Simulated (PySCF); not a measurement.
SMILES C[SiH](C)C#C[SiH2]N (C4H11NSi2) (GFN2-xTB optimised geometry):

```
18

Si    -2.909    -2.450     3.938
C     -4.016    -1.188     4.832
C     -3.944    -3.932     3.345
C     -2.154    -1.628     2.456
C     -1.681    -1.087     1.480
Si    -0.909    -0.267     0.000
N      0.817    -0.267     0.000
H     -1.824    -2.903     4.828
H     -4.482    -1.623     5.712
H     -4.810    -0.827     4.183
H     -3.442    -0.325     5.156
H     -4.407    -4.451     4.180
H     -3.327    -4.651     2.813
H     -4.736    -3.618     2.671
H     -1.301    -1.016    -1.195
H     -1.301     1.143     0.000
H      1.301     0.295     0.681
H      1.301    -1.143    -0.116
```

Calculation: CAM-B3LYP/def2-SVP (PySCF).

What are the frontier orbital energies and the dipole moment?

HOMO-2 -9.30 eV, HOMO-1 -8.98 eV, HOMO -8.67 eV, LUMO 0.92 eV, LUMO+1 1.22 eV; dipole moment 1.08 D.

On the same geometry PySCF with PBE/def2-SVP gives HOMO-2 -6.66 eV, HOMO-1 -6.45 eV, HOMO -5.83 eV, LUMO -1.09 eV, LUMO+1 -0.84 eV; dipole moment 1.06 D.

Meta-Löwdin charges at CAM-B3LYP/def2-SVP: Si1 0.79, C2 -0.54, C3 -0.54, C4 -0.27, C5 -0.29, Si6 0.77, N7 -0.68, H8 -0.12, H9 0.11, H10 0.11, H11 0.11, H12 0.11, H13 0.11, H14 0.11, H15 -0.12, H16 -0.12, H17 0.21, H18 0.21.
